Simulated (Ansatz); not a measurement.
trifluorosilylmethanol (CH3F3OSi), SMILES OC[Si](F)(F)F.

Geometry: PBE0-D3(BJ)/def2-SVP. Other conformers were not sampled.

Two levels are set side by side: PBE/def2-SVPD (Ansatz, a quantum-chemistry and plane-wave program) and CAM-B3LYP/def2-SVPD (Ansatz). Energy differences of separate SCF runs at the same geometry; the states with an electron removed or added have multiplicity 2 and 2. Differences are taken from unrounded values.

```csv
quantity,PBE
vertical ionisation energy (eV),10.73
vertical singlet–triplet gap (eV),6.12
```

**Question.** These are the PBE values. What does CAM-B3LYP give? (An estimate is asked for; the answer gives what the named calculation found.)

**Answer.** 
| quantity | CAM-B3LYP | PBE minus CAM-B3LYP |
|---|---|---|
| vertical ionisation energy (eV) | 11.25 | -0.52 |
| vertical singlet–triplet gap (eV) | 6.70 | -0.58 |
